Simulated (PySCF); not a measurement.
Ga(Br)(OH)2 (BrGaH2O2), SMILES [OH][Ga]([Br])[OH]. Geometry: PBE-D3(BJ)/def2-SVP. The structure was generated by enumeration; whether it is a known compound was not checked. One conformer was computed; it need not be the lowest.

Computed equilibrium geometry at PBE-D3(BJ)/def2-SVP (PySCF confirms it by a frequency run) as a Z-matrix, and its point group (one conformer of several):
point group Cs.
```
Ga
O 1 1.7893
H 2 0.9767 1 109.93
O 1 1.7959 2 118.81 3 0.00
H 4 0.9758 1 111.35 2 180.00
Br 1 2.2884 2 118.81 3 180.00
```
